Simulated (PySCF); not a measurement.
**Electron correlation in Ir- (iridium, charge -1)**

[Xe] 4f14 5d8 6s2, high-spin 3F determinant. Computed with PySCF 2.14 in x2c-TZVPPall with one added diffuse shell each of s, p, d, f type (12s8p8d4f1g, 113 functions), with scalar relativity by spin-free X2C-1e. Frozen: [Kr] 4d10 4f14; 18 electrons correlated.

MP2 pair energies summed by pair of shells (mhartree):

```
 pair   energy  share (%)
5d-5d  -196.73       37.3
5p-5d  -142.34       27.0
5d-6s   -71.77       13.6
5p-5p   -45.94        8.7
5s-5d   -19.88        3.8
5s-5p   -19.49        3.7
6s-6s   -15.64        3.0
5p-6s   -11.60        2.2
5s-5s    -3.28        0.6
5s-6s    -0.62        0.1
```

Total MP2 correlation energy: -527.28 mhartree.

Same-spin part -172.76 and opposite-spin part -354.52 mhartree; SCS-MP2 scales them by 1/3 and 6/5 to -483.01 mhartree.

This basis was not built for core-valence correlation, so the inner-shell part is incomplete.
